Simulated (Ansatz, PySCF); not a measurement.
Breaking the Si1–Ge2 bond in GeH6Si (SMILES [SiH3][GeH3]) (multiplicity 1 held, fragments rigid). Energies count from the point at 2.388 Å.
Geometry at that point (charge 0, multiplicity 1):
```tsv
atom	x (Å)	y (Å)	z (Å)
Si	-1.6041	-0.1283	0.0205
Ge	0.7760	0.0621	-0.0099
H	-2.1772	0.8180	1.0069
H	-1.9990	-1.5073	0.3935
H	-2.1562	0.1829	-1.3193
H	1.2041	1.4898	-0.3959
H	1.3883	-0.9150	-1.0303
H	1.3666	-0.2582	1.3754
```

Restricted levels (R-, RO-) in cc, def2 and unpolarised 6-31G sets keep to the state of the molecule at rest. Unrestricted levels (U-) break spin symmetry where that is lower. Active spaces are followed from a long bond inwards. Levels need not reach the same state.

Frozen-core correlation. Filled d and f shells under p-block atoms count as core. Rows in 3-21G carry no dispersion term and start afresh at each structure; the Pople sets are all-electron and without relativity.

The values were computed with Ansatz (an electronic-structure program); PySCF for 3-21G rows. 

```json
[
 {"level": "R-HF/3-21G", "energy at R = 7.641 Å (kcal/mol)": "142.78"},
 {"level": "R-HF/def2-TZVPP", "energy at R = 7.641 Å (kcal/mol)": "149.26"},
 {"level": "U-PBE/def2-TZVPP", "energy at R = 7.641 Å (kcal/mol)": "73.60"},
 {"level": "R-B3LYP/def2-TZVPP", "energy at R = 7.641 Å (kcal/mol)": "(withheld)"},
 {"level": "R-wB97X-V/def2-TZVPP", "energy at R = 7.641 Å (kcal/mol)": "143.37"},
 {"level": "U-SCS-MP2/def2-TZVPP", "energy at R = 7.641 Å (kcal/mol)": "74.48"},
 {"level": "U-CCSD(T)/def2-TZVPP", "energy at R = 7.641 Å (kcal/mol)": "74.03"},
 {"level": "FIC-NEVPT4(SD) on CASSCF(2,2)/def2-TZVPP", "energy at R = 7.641 Å (kcal/mol)": "73.32"},
 {"level": "FIC-MRCISD+Q on CASSCF(2,2)/def2-TZVPP", "energy at R = 7.641 Å (kcal/mol)": "73.76"}
]
```

Question: Some entries are withheld; supply them.

Answer: 
- R-B3LYP/def2-TZVPP, energy at R = 7.641 Å (kcal/mol): 100.99

Doubts at one or more of the structures used: a restricted determinant that unrestricted orbitals would lower (R-HF/3-21G, R-HF/def2-TZVPP, R-B3LYP/def2-TZVPP, R-wB97X-V/def2-TZVPP); a spin-contaminated determinant (U-PBE/def2-TZVPP, U-SCS-MP2/def2-TZVPP, U-CCSD(T)/def2-TZVPP).
